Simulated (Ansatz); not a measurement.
Basis-set series for CH$_{3}$NOSi (`O=C1N[SiH2]1`). Charge 0, multiplicity 1. The geometry is a stationary point of PBE0-D4/def2-TZVP.

| atom | x (Å) | y (Å) | z (Å) |
| --- | --- | --- | --- |
| O1 | -1.745 | 0.188 | -1.438 |
| C2 | -0.831 | 0.097 | -0.674 |
| N3 | 0.336 | -0.589 | -0.597 |
| Si4 | 0.228 | 0.387 | 0.840 |
| H5 | 0.749 | -1.255 | -1.239 |
| H6 | 0.058 | -0.325 | 2.130 |
| H7 | 1.204 | 1.496 | 0.978 |

| functional | basis | functions | energy (Eh) | HOMO (eV) | LUMO (eV) |
| --- | --- | --- | --- | --- | --- |
| PBE0-D4 | def2-SVP | 75 | -458.82044 | -6.74 | -0.69 |
| PBE0-D4 | def2-TZVPP | 177 | -459.12089 | -6.86 | -1.08 |
| ωB97M-V | def2-SVP | 75 | -459.04619 | -8.88 | 1.24 |
| ωB97M-V | def2-TZVPP | 177 | -459.35259 | -9.04 | 0.66 |

Question: Give the rows for def2-QZVPP. (Best estimate.)

Answer: Ansatz gave: 
```
functional       basis  functions  energy (Eh)  HOMO (eV)  LUMO (eV)
   PBE0-D4  def2-QZVPP        331   -459.14004      -6.89      -1.18
   ωB97M-V  def2-QZVPP        331   -459.37037      -9.07       0.41
```

Positive LUMOs are unbound and depend on the basis.
